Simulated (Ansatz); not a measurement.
One change: `[OH][Ti]([OH])([F])[F]` becomes `[NH2][Ti]([OH])([F])[F]`.

Ansatz, PBE0-D4/def2-TZVP geometries, multiplicity 1. Each molecule was computed in one conformer, which needn't be the lowest.

Scalar relativity is left out up to krypton.

```tsv
property	`[OH][Ti]([OH])([F])[F]`
zero-point energy (PBE0-D4/def2-TZVP) / kJ/mol	78.6
size of the dipole moment (B3LYP/def2-TZVPP) / D	0.65
HOMO energy (ωB97M-V/def2-TZVPP) / eV	-12.39
HOMO–LUMO gap (ωB97M-V/def2-TZVPP) / eV	12.59
HOMO energy (B3LYP/def2-TZVPP) / eV	-9.67
HOMO–LUMO gap (PBE0/def2-TZVPP) / eV	7.81
```

What does the change do to each property? (An estimate is asked.)

The calculation gave: 
```json
{"property": "zero-point energy (PBE0-D4/def2-TZVP) / kJ/mol", "`[NH2][Ti]([OH])([F])[F]`": "110.0", "shift": "31.4"}
{"property": "size of the dipole moment (B3LYP/def2-TZVPP) / D", "`[NH2][Ti]([OH])([F])[F]`": "2.64", "shift": "1.99"}
{"property": "HOMO energy (ωB97M-V/def2-TZVPP) / eV", "`[NH2][Ti]([OH])([F])[F]`": "-10.46", "shift": "1.93"}
{"property": "HOMO–LUMO gap (ωB97M-V/def2-TZVPP) / eV", "`[NH2][Ti]([OH])([F])[F]`": "10.88", "shift": "-1.71"}
{"property": "HOMO energy (B3LYP/def2-TZVPP) / eV", "`[NH2][Ti]([OH])([F])[F]`": "-7.85", "shift": "1.82"}
{"property": "HOMO–LUMO gap (PBE0/def2-TZVPP) / eV", "`[NH2][Ti]([OH])([F])[F]`": "6.18", "shift": "-1.63"}
```

With PBE0 the HOMO rises by 1.86 eV and the LUMO rises by 0.23 eV, so the gap narrows by about 1.63 eV. PBE moves the HOMO by 1.57 eV and ωB97M-V by 1.93 eV. The zero-point energy changes by 31.4 kJ/mol with +3 modes. Dipoles are sizes alone; their direction can turn.

B3LYP here is the variant with VWN-RPA as its local correlation; programs differ in this.
